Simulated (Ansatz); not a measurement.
Geometry optimisation, Ansatz 0.2.0, RKS BHLYP-D4/6-31G.

input.yaml

```yaml
crystal:
  periodic: [false, false, false]
  atoms:
    - { symbol: Si, position_ang: [0.0, 0.0, 0.0] }
    - { symbol: F, position_ang: [0.0, 0.0, 1.59] }
    - { symbol: Si, position_ang: [2.0935, 0.0, -0.7393] }
    - { symbol: H, position_ang: [2.5508, -1.3762, -0.9079] }
    - { symbol: H, position_ang: [2.1573, 0.6939, -2.0222] }
    - { symbol: H, position_ang: [2.951, 0.6823, 0.2255] }
    - { symbol: Cl, position_ang: [-1.0032, 1.7381, -0.7093] }
    - { symbol: H, position_ang: [-0.6877, -1.1914, -0.4862] }
basis:
  gaussian: { orbitals: "6-31G" }
hamiltonian:
  xc: { name: BHLYP }
  dispersion: d4
relax:
  f_tol: 0.02
  max_steps: 40
```

Launched with:

```bash
$ ansatz run input.yaml --threads 1 --pin off --max-ram 2048MiB --backend cpu --events-out ev --progress --plain --runs-dir out
```

Where does it end, and by what steps?

It converged. Limits of this set-up: no polarisation functions. After 12 steps the energy has fallen by 0.389 eV; H4 moved furthest, 0.46 Å.

| step | energy less start (eV) | largest force component (eV/Å) | accepted |
| --- | --- | --- | --- |
| 0 | 0.0000 | 3.618 | yes |
| 1 | -0.3006 | 1.731 | yes |
| 2 | -0.3559 | 0.267 | yes |
| 3 | -0.2161 | 0.489 | no |
| 4 | -0.3731 | 0.066 | yes |
| 5 | -0.3801 | 0.067 | yes |
| 6 | -0.3826 | 0.186 | yes |
| 7 | -0.3860 | 0.104 | yes |
| 8 | -0.3851 | 0.198 | no |
| 9 | -0.3877 | 0.033 | yes |
| 10 | -0.3888 | 0.027 | yes |
| 11 | -0.3889 | 0.023 | yes |
| 12 | -0.3890 | 0.015 | yes |

```xyz
8
Properties=species:S:1:pos:R:3
Si -0.041 -0.048 -0.055
F -0.097 -0.368 1.600
Si 2.191 0.005 -0.770
H 2.807 -1.327 -0.529
H 2.182 0.309 -2.226
H 2.909 1.065 -0.018
Cl -0.921 1.917 -0.347
H -0.970 -1.006 -0.705
```

Whether the end is a true minimum wasn't checked by a vibrational analysis.

Time of the run: 31 s on 1 thread of Intel(R) Xeon(R) Platinum 8488C (Sapphire Rapids), with other jobs on the host, peak memory 0.15 GiB.
